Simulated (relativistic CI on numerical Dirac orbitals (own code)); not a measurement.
**What each ingredient does to the levels of Gd LVIII**

Base calculation: Dirac-Coulomb-Breit CI, orbitals from a KLI potential per configuration, QED by a radiative potential, unscaled Slater integrals.

CI space (outside the closed core 1s2): 2s2 2p3, 2s 2p4, 2p5, 2p4 3s, 2p4 3p, 2p4 3d, 2s2 2p2 3s, 2s2 2p2 3p, 2s2 2p2 3d, 2s 2p3 3s, 2s 2p3 3p, 2s 2p3 3d, 2s2 2p2 4s, 2s2 2p2 4p, 2s2 2p2 4d, 2s2 2p2 4f, 2s 2p3 4s, 2s2 2p 3s2, 2s 2p3 4p, 2s 2p3 4d, 2s 2p3 4f, 2s2 2p 3s 3p, 2s2 2p2 5s, 2s2 2p 3s 3d, 2s2 2p2 5p, 2s2 2p 3p2, 2s2 2p2 5d, 2s2 2p2 5f, 2s2 2p2 5g, 2s2 2p 3p 3d, 2s 2p2 3s2, 2s2 2p 3d2, 2s 2p2 3s 3p, 2s 2p2 3s 3d, 2s 2p2 3p2, 2s 2p3 5s. Levels of other configurations are missing.

Variants: (1) valence Slater integrals scaled by 0.9; (2) configuration mixing switched off. Shifts of the energy above 2s2 2p3 2P°_3/2, in eV, for the lowest level and the first level of each name with at least 55 % of one term (blank where a level changes its place among those of its configuration and J or its character, or is not in the variant):

```tsv
Level	Base	Δ(1)	Δ(2)
2s2 2p3 2P°_3/2	0.00	0.00	0.00
2s2 2p3 4S°_3/2	707.43	+3.04	-1.35
2s2 2p3 2D°_5/2	729.84	+0.19	-1.34
2s2 2p3 2P°_1/2	771.10	-2.89	+1.25
2s 2p4 4P_5/2	985.65	+4.61	-1.80
2s 2p4 2S_1/2	1073.24	-3.32	-1.70
2s 2p4 4P_3/2	1716.46	+5.38	-1.91
2s 2p4 2D_5/2	1754.46	+0.99	-1.65
2s 2p4 2P_1/2	1804.94	-3.02	-1.47
2p5 2P°_3/2	2122.73	-0.89	-7.04
2p5 2P°_1/2	2855.69	-0.24	-3.97
2s2 2p2 3s 4P_3/2	7256.20	+2.78	+1.56
2s2 2p2 3s 2P_1/2	7265.09	+1.84	+1.17
2s2 2p2 3s 2D_5/2	7275.15	+0.34	+1.19
2s2 2p2 3s 2D_3/2	7280.82	-0.16	+1.42
2s2 2p2 3p 4D°_3/2	7346.25	+2.86	+0.29
2s2 2p2 3p 2F°_7/2	7572.65	+0.77	-0.13
2s2 2p2 3p 2D°_5/2	7597.02	-1.51	-0.47
2s2 2p2 3d 4D_1/2	7647.97	+2.69	-0.40
2s2 2p2 3d 2G_9/2	7715.19	+0.87	-0.79
2s2 2p2 3d 2F_7/2	7738.09	-1.51	-0.26
```

At this charge energies of transitions that change n are usually good to better than 1 %, and those within a shell (Δn = 0) to a few per cent.

Ionisation energy from the two ground configurations alone: base 12146.2 eV. The NIST ASD value (theoretical) is 12147 eV.

LS names give the leading component of a level, which can be under half, so a name can repeat, a term be missing and a line seem to break the LS rules.
